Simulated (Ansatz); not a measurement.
**[InH4]− (SMILES [H][In-]([H])([H])[H]): methods side by side**

[InH4]− has 5 atoms, charge -1, and is taken as a singlet. As SMILES, `[H][In-]([H])([H])[H]`. The shape comes from GFN2-xTB, which is rough for such elements, and wasn't checked as a minimum.

```xyz
5

In    0.0000    0.0000    0.0000
H     0.5606   -0.0313    1.2846
H     1.4005   -0.0174    0.0626
H    -0.9720    0.7656   -0.6592
H    -0.9891   -0.7169   -0.6880
```

Each level gives the energy change with the In1–H5 bond stretched from 1.402 to 2.804 Å (eV). The values are calculated.

```
                       level                    kind  program  value (eV)  less FCI/STO-3G
   SVWN5/STO-3G (restricted)                     LDA   Ansatz        2.55            +0.98
  revPBE/STO-3G (restricted)                     GGA   Ansatz        1.89            +0.32
    PBE0/STO-3G (restricted)           global hybrid   Ansatz        2.29            +0.72
   HSE06/STO-3G (restricted)  range-separated hybrid   Ansatz        2.27            +0.70
 wB97M-V/STO-3G (restricted)  range-separated hybrid   Ansatz        2.46            +0.89
 BCCD(T)/STO-3G (restricted)   coupled cluster or CI   Ansatz        1.58            +0.01
    CCSD/STO-3G (restricted)   coupled cluster or CI   Ansatz        1.59            +0.02
CCSDT(Q)/STO-3G (restricted)   coupled cluster or CI   Ansatz        1.57             0.00
                  FCI/STO-3G      exact in the basis   Ansatz        1.57             0.00
```

FCI/STO-3G is exact within its basis and frozen core, so for wave-function methods in that basis the difference is their error; functionals converge differently with the basis, so for them it is only a difference. All-electron rows without a relativistic Hamiltonian named are non-relativistic. Sets without diffuse functions describe the anion poorly. The first shape isn't each level's own minimum. The values span 1.57 to 2.55 eV. All rows use very small basis sets, so none should be taken for the real molecule's value. In the correlated wave-function rows the outer d shell of In is correlated, in sets not made for it.
